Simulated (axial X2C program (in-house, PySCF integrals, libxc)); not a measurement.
Low determinants of InP⁺ at the PBE0 level, spin-free

All values were computed with an in-house all-electron X2C program for linear molecules (integrals from PySCF). Spin-free means the one-electron spin-free X2C Hamiltonian. Basis: In dyall-cv3z [11s12p9d4f1g], P dyall-v3z [8s7p2d1f] (cores contracted in-house); Gaussian nuclei, density fitting, unrestricted open shells. Masses: In 114.904 u, P 30.974 u.

Search at 2.915 Å (vertical energies from the lowest determinant):

```json
{"ΔE (eV)": "0.00", "state": "M_S = 3/2, Λ = 0", "electrons beyond evenly filled partner blocks": "σα, π+α, π-α", "electrons in σ, π, δ, φ": "29 26 8 0"}
{"ΔE (eV)": "0.53", "state": "M_S = 1/2, Λ = 0", "electrons beyond evenly filled partner blocks": "σβ, π+α, π-α", "electrons in σ, π, δ, φ": "29 26 8 0"}
{"ΔE (eV)": "1.34", "state": "M_S = 1/2, Λ = 2", "electrons beyond evenly filled partner blocks": "σα, π+α, π+β", "electrons in σ, π, δ, φ": "29 26 8 0"}
{"ΔE (eV)": "1.34", "state": "M_S = 1/2, Λ = 0", "electrons beyond evenly filled partner blocks": "σα, π+β, π-α", "electrons in σ, π, δ, φ": "29 26 8 0"}
{"ΔE (eV)": "1.57", "state": "M_S = 1/2, Λ = 1", "electrons beyond evenly filled partner blocks": "π+α", "electrons in σ, π, δ, φ": "30 25 8 0"}
{"ΔE (eV)": "2.08", "state": "M_S = 1/2, Λ = 1", "electrons beyond evenly filled partner blocks": "π+α, π+β, π-α", "electrons in σ, π, δ, φ": "28 27 8 0"}
{"ΔE (eV)": "4.05", "state": "M_S = 3/2, Λ = 1", "electrons beyond evenly filled partner blocks": "2 × π+α, π-α", "electrons in σ, π, δ, φ": "28 27 8 0"}
```

Lowest determinant, M_S = 3/2, Λ = 0 (beyond evenly filled blocks: σα, π+α, π-α): Re = 2.896 Å, ωe = 120.8 cm⁻¹.

The determinant in row 2 of the search, M_S = 1/2, Λ = 0 (beyond evenly filled blocks: σβ, π+α, π-α), was followed along the bond at PBE0; measured from the minimum of the lowest determinant it gives:

Te = 0.502 eV (4045 cm⁻¹), Re = 2.728 Å, ωe = 159.0 cm⁻¹.

Compare the bond of the determinant in row 2 with that of the lowest one.

At PBE0 its Re is 0.168 Å shorter and its force constant, which goes as ωe², is 1.73 times that of the lowest determinant. This determinant mixes spin states, so it has no term energy of its own.

The search compares states at one distance, so a state with another bond length can lie lower; it is not exhaustive and yields mostly the lowest determinant of each block pattern, so other components and higher states of one pattern are missing. A followed state lies above the atoms to which the lowest one dissociates. These are energies of single determinants, not of spin-adapted states; PBE0 term energies can be off by some tenths of an eV, and the functional has no current term. Row 2 is spin-contaminated (⟨S²⟩ = 1.77 against 0.75), so its values are not those of a pure state.
